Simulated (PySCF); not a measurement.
C2H10O2Si2, SMILES [SiH2](O)[C@H](O[SiH3])C.

Geometry optimised at ωB97X-D3(BJ)/def2-SVP. The structure was generated by enumeration; whether it is a known compound was not checked. The values are those of a single conformer.

Two levels are set side by side: PBE/def2-TZVP (PySCF) and M06-2X/def2-TZVP (PySCF). Same geometry, gas phase. Differences are taken from unrounded values.

```csv
quantity,PBE
orbital gap (eV),5.34
highest occupied level (eV),-6.38
lowest empty level (eV),-1.04
dipole moment (D),2.00
mean polarisability (bohr³),86.4
```

Problem. These are the PBE values. What does M06-2X give? (Estimate from the structure and the level; the computed values follow.)

Solution. 
| quantity | M06-2X | PBE minus M06-2X |
|---|---|---|
| orbital gap (eV) | 9.68 | -4.33 |
| highest occupied level (eV) | -9.04 | 2.66 |
| lowest empty level (eV) | 0.64 | -1.68 |
| dipole moment (D) | 2.19 | -0.19 |
| mean polarisability (bohr³) | 80.9 | 5.5 |

Without exact exchange PBE keeps part of each electron's self-repulsion, which lifts occupied levels and narrows the gap. PBE's more diffuse valence density responds more strongly to a field. Differences between two approximate levels are no errors against the true value.

Rough cost on one machine, each run with all the roots and properties that it gave: M06-2X against PBE about 3 times.
